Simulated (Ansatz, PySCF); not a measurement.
This Ansatz (a quantum-chemistry and plane-wave program) input computes a CAM-B3LYP/def2-TZVPD energy:

Ansatz 0.2 input:
```yaml
crystal:
  periodic: [false, false, false]
  atoms:
    - {symbol: Mg, position_ang: [0.00000000, 0.00000000, 0.00000000]}
    - {symbol: I, position_ang: [-0.00000000, -0.00000000, -2.59576746]}
    - {symbol: I, position_ang: [0.00000000, 0.00000000, 2.59576746]}
basis:
  gaussian:
    orbitals: def2-TZVPD
hamiltonian:
  xc: {name: CAM-B3LYP}
total_charge: 1
magnetization: {spin_polarized: true, initial_magnetization: 1}
output: {forces: true}
```

Question: Write an input for the same energy in PySCF and say what it gives.

Answer: 
```python
from pyscf import gto, scf, dft

mol = gto.M(
    atom='''
    Mg    0.00000000    0.00000000    0.00000000
    I    -0.00000000   -0.00000000   -2.59576746
    I     0.00000000    0.00000000    2.59576746
    ''',
    basis='def2-tzvpd',
    ecp='def2-tzvp',
    charge=1,
    spin=1,
    symmetry='D2h',
    verbose=4,
)

mf = dft.UKS(mol, xc='camb3lyp').density_fit(auxbasis='def2-universal-jkfit')
mf.grids.level = 3
mf.conv_tol = 1e-9
mf.max_cycle = 100
mf.max_memory = 1500
mf.kernel()
if not mf.converged:
    mf = mf.newton()
    mf.kernel(mf.make_rdm1())
mf.analyze()
```
It gives -795.28758 Eh, and Ansatz -795.28756 Eh, a difference of 0.02 mEh, from the treatment of integrals and grids.
